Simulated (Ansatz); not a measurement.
Compare A (`B/C([SiH3])=C\Cl`) with its isomer B (`B[C@H]1C[Si@H]1Cl`).

Calculated with Ansatz (gas phase, PBE0-D4/def2-TZVP geometries, no zero-point term in ΔE). CBS: MP2 limit from def2 TZ/QZ plus the TZ coupled-cluster correction, frozen cores. Functionals use def2-TZVPP. B3LYP here is the variant with VWN-RPA as its local correlation; programs differ in this.

**Question.** Which is lower in electronic energy at CCSD(T)/CBS, and by how much? (Best estimate.)

**Answer.** Ansatz gave: B, by 33.3 kcal/mol.

**Question.** Give E(B) − E(A) in kcal/mol with ωB97M-V, B3LYP, B3LYP-D4, CCSD/def2-TZVPP, HF/def2-TZVPP, PBE0-D4, CCSD(T)/def2-TZVPP. (An estimate is asked.)

**Answer.** The calculation gave: ωB97M-V -35.1, B3LYP -29.4, B3LYP-D4 -29.5, CCSD/def2-TZVPP -32.0, HF/def2-TZVPP -25.7, PBE0-D4 -36.1, CCSD(T)/def2-TZVPP -31.9. None reverses the order clearly.

Largest T1 diagnostic: 0.012.

From PBE to PBE0 (25 % exact exchange), in def2-TZVPP and without D4, E(B) − E(A) moves by −2.1 kcal/mol. In def2-TZVPP, CCSD(T) changes the Hartree–Fock value by −6.2 kcal/mol (the triples alone add +0.0 kcal/mol) and MP2 by −9.4 kcal/mol.
